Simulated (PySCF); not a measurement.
PySCF job for Pb(Cl)2 cation (Cl2Pb), SMILES [Cl][Pb][Cl] (connectivity only; charge and spin as stated), charge +1, multiplicity 2, r2SCAN-D4/def2-TZVP. Geometry optimised at r2SCAN-D4/def2-TZVP. The spin state was assumed, not searched. The isomer is the one that the SMILES or the coordinates give; other isomers of the formula were not compared. The def2 effective core potentials stand for the cores of Pb; spin–orbit coupling is left out.

```python
import numpy as np
from pyscf import gto, scf, dft, df
from pyscf.hessian import thermo

mol = gto.M(
    atom='''
    Pb    0.00000000    0.00000000    0.63129466
    Cl    0.00000000   -1.35035292   -1.52253418
    Cl    0.00000000    1.35035292   -1.52253418
    ''',
    basis='def2-TZVP',
    ecp={'Pb': 'def2-tzvp'},
    charge=1,
    spin=1,
    max_memory=1600,
    verbose=3,
)
mf = dft.UKS(mol, xc='r2scan').density_fit(auxbasis='def2-universal-jkfit')
mf.disp = 'd4'
mf.grids.level = 4
mf.conv_tol = 1e-11
mf.max_cycle = 100
mf.kernel()
fine, coarse = mf.grids, dft.Grids(mol).set(level=1).build(with_non0tab=True)
for _ in range(3):  # follow internal instabilities
    mf.grids = coarse
    mo, _, stable, _ = mf.stability(return_status=True, nroots=4)
    mf.grids = fine
    if stable:
        break
    mf.kernel(mf.make_rdm1(mo, mf.mo_occ))

# [left out here: the lines that compute and print the analytic Hessian (its translational invariance restored by hand, since the grid's response is missing), thermochemistry and intensities]
```

Output:

```

WARN: HOMO -0.582592007791131 >= LUMO -0.582592007791127

converged SCF energy = -1113.09390532667  <S^2> = 0.75598278  2S+1 = 2.0059739
<class 'pyscf.df.df_jk.DFUKS'> wavefunction is stable in the internal stability analysis

WARN: MGGA Hessian is sensitive to dft grids. grids.level 4 may not be dense enough.


WARN: DFTD4 does not support analytical Hessian, using finite difference.


WARN: Mole.unit (angstrom) is changed to Bohr

Mode                                 0                   1                   2
Irrep
Freq [cm^-1]                      178.3826            223.4933            311.9859
Reduced mass [au]                  39.2328             38.2410             40.0523
Force const [Dyne/A]                0.7355              1.1254              2.2969
Char temp [K]                     256.6529            321.5570            448.8783
Normal mode                   x     y     z       x     y     z       x     y     z
       0  Pb                 0.00 -0.00  0.02   -0.00 -0.02 -0.00   -0.00 -0.00  0.03
       1  Cl                 0.00  0.09 -0.07   -0.00  0.06  0.10    0.00 -0.08 -0.08
       2  Cl                -0.00 -0.09 -0.07   -0.00  0.06 -0.10   -0.00  0.08 -0.08
temperature 298.1500 [K]
pressure 101325.00 [Pa]
Rotational constants [GHz] 3.90910 2.06234 1.35007
Symmetry number 2
Zero-point energy (ZPE) 0.00163 [Eh]   4269.842 [J/mol]
                           tot       elec      trans        rot        vib
Entropy [J/mol/K]       318.720      5.763    178.936    110.474     23.546
Cv [J/mol/K]             47.223      0.000     12.472     12.472     22.280
Cp [J/mol/K]             55.538      0.000     20.786     12.472     22.280
Internal energy [J/mol]                      3718.434   3718.434   8275.305
Internal energy [Eh]   -1113.08792  -1113.09391
Enthalpy [J/mol]                             6197.391   3718.434   8275.305
Enthalpy [Eh]          -1113.08698
Gibbs free energy [J/mol]                  -47152.453 -29219.525   1255.032
Gibbs free energy [Eh] -1113.12317
mode   freq/cm-1   IR/(km/mol)
   1      178.38         6.028
   2      223.49         0.649
   3      311.99        24.992
max |gradient| / (hartree/bohr): 9.229278271277696e-05
APT charges: [ 1.3239 -0.1616 -0.1616]
```

The run converged.
